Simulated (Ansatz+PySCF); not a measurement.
Values are calculated unless marked as measured or tabulated.
# Several solutions for singlet BeH2

```xyz
3

H     0.0000    0.0000   -1.4462
Be    0.0000    0.0000    0.0000
H     0.0000    0.0000    1.4462
```

Basis set: def2-SVP (spherical functions). Charge 0, multiplicity 1.

CASSCF(4,6) was run from several starts with Ansatz (development build ahead of 0.2.0) and PySCF 2.14.0. The starts are those of the Hartree–Fock orbitals from which the active space was taken at the frontier.

```csv
run,program,start,converged,energy (hartree),<S²>
A,PySCF,program defaults,yes,-15.78118,0.00
B,Ansatz,stability test followed,yes,-15.78692,0.00
C,Ansatz,search for the lowest state,yes,-15.78692,0.00
D,Ansatz,"atomic start, no search",yes,-15.78118,0.00
```

**Question.** Which runs reached the lowest solution of this kind, and what is wrong with the others?

**Answer.** B, C reached the lowest solution found. Converged but too high: A by 0.16 eV, D by 0.16 eV. Convergence only shows a stationary point; in CASSCF the end hangs on which orbitals enter the active space. Caution: other starts end on other solutions of this active space.
